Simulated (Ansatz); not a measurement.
C2H8ClFO4W (`C[O][W]([OH])([OH])([F])([Cl])[O]C`), one more setting.

```yaml
crystal:
  periodic: [false, false, false]
  atoms:
    - {symbol: C, position_ang: [-0.981208, -1.554776, 2.222184]}
    - {symbol: O, position_ang: [-0.822577, -0.673342, 1.208602]}
    - {symbol: W, position_ang: [0.431326, 0.075048, 0.010447]}
    - {symbol: O, position_ang: [0.707989, -1.735556, -0.529369]}
    - {symbol: O, position_ang: [2.055159, 0.533369, -0.948824]}
    - {symbol: F, position_ang: [0.113856, 1.906390, 0.534295]}
    - {symbol: Cl, position_ang: [1.948402, -0.091459, 1.861703]}
    - {symbol: O, position_ang: [-0.620919, 0.508045, -1.402546]}
    - {symbol: C, position_ang: [-0.912652, 1.715277, -2.095668]}
    - {symbol: H, position_ang: [-0.784186, -2.555982, 1.846262]}
    - {symbol: H, position_ang: [-0.296325, -1.321481, 3.039654]}
    - {symbol: H, position_ang: [-2.041823, -1.464474, 2.619984]}
    - {symbol: H, position_ang: [1.380421, -1.935755, -1.187829]}
    - {symbol: H, position_ang: [2.804715, 0.600644, -0.455883]}
    - {symbol: H, position_ang: [-1.832722, 1.564315, -2.614948]}
    - {symbol: H, position_ang: [-0.979447, 2.512456, -1.362653]}
    - {symbol: H, position_ang: [-0.178304, 1.924526, -2.817672]}
basis:
  gaussian: {orbitals: def2-mTZVP}
hamiltonian: {xc: {name: revPBE}, dispersion: d3bjatm}
```

```sh
$ ansatz run in.yaml --threads 4 --pin off --events-out ev --progress --plain --max-ram 46080MiB --backend cpu
```

Shortened log:

```
Functional definition: revPBE
2042 factors; their error is unknown
mean field evaluation 1: about -27431.7592 eV, gradient 1.3e2 eV
mean field evaluation 2: about -27114.8137 eV, gradient 3.9e2 eV
mean field evaluation 4: about -27448.1311 eV, gradient 9.3e1 eV
mean field evaluation 8: about -27463.7763 eV, gradient 3.5e0 eV
mean field evaluation 16: about -27463.7215 eV, gradient 1.1e-1 eV
mean field -27463.72151416 eV, -1009.2731500662 hartree, gradient 4.6e-5 eV, S^2 0.000000; 0 other end points of the search recorded, 0 dependent functions left out
reference -27463.72158656 eV, -1009.2731527270 hartree; 46, 46 occupied and 189, 189 virtual orbitals, 2042 factors
Total energy: -27464.81948261 eV, -1009.3134996627 hartree
```

Run time 3.7 s (4 threads of an AMD EPYC 7R13 on a shared host); peak host memory 1.1 GiB.
